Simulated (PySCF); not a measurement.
**Radial density of C⁺ (carbon, charge +1)**

UHF, [He] 2s2 2p1, 2P determinant. All numbers are calculated (PySCF 2.14, scalar relativity by spin-free X2C-1e, in x2c-TZVPall).

```json
{"r (bohr)": "0.00388", "4πr²ρ (e/bohr)": "0.02398", "4πr²(ρα − ρβ)": "0.0000"}
{"r (bohr)": "0.00653", "4πr²ρ (e/bohr)": "0.06555", "4πr²(ρα − ρβ)": "0.0000"}
{"r (bohr)": "0.0110", "4πr²ρ (e/bohr)": "0.1738", "4πr²(ρα − ρβ)": "0.0000"}
{"r (bohr)": "0.0185", "4πr²ρ (e/bohr)": "0.4472", "4πr²(ρα − ρβ)": "0.0001"}
{"r (bohr)": "0.0311", "4πr²ρ (e/bohr)": "1.083", "4πr²(ρα − ρβ)": "0.0003"}
{"r (bohr)": "0.0523", "4πr²ρ (e/bohr)": "2.376", "4πr²(ρα − ρβ)": "0.0009"}
{"r (bohr)": "0.0879", "4πr²ρ (e/bohr)": "4.398", "4πr²(ρα − ρβ)": "0.0033"}
{"r (bohr)": "0.148", "4πr²ρ (e/bohr)": "6.153", "4πr²(ρα − ρβ)": "0.0136"}
{"r (bohr)": "0.249", "4πr²ρ (e/bohr)": "5.435", "4πr²(ρα − ρβ)": "0.0543"}
{"r (bohr)": "0.419", "4πr²ρ (e/bohr)": "2.441", "4πr²(ρα − ρβ)": "0.1950"}
{"r (bohr)": "0.704", "4πr²ρ (e/bohr)": "1.460", "4πr²(ρα − ρβ)": "0.4914"}
{"r (bohr)": "1.18", "4πr²ρ (e/bohr)": "2.079", "4πr²(ρα − ρβ)": "0.6476"}
{"r (bohr)": "1.99", "4πr²ρ (e/bohr)": "0.9972", "4πr²(ρα − ρβ)": "0.3047"}
{"r (bohr)": "3.35", "4πr²ρ (e/bohr)": "0.08664", "4πr²(ρα − ρβ)": "0.0298"}
{"r (bohr)": "5.63", "4πr²ρ (e/bohr)": "0.0006871", "4πr²(ρα − ρβ)": "0.0004"}
```

Densities and radii are taken from the X2C orbitals without a picture-change correction, which distorts them close to the nucleus.
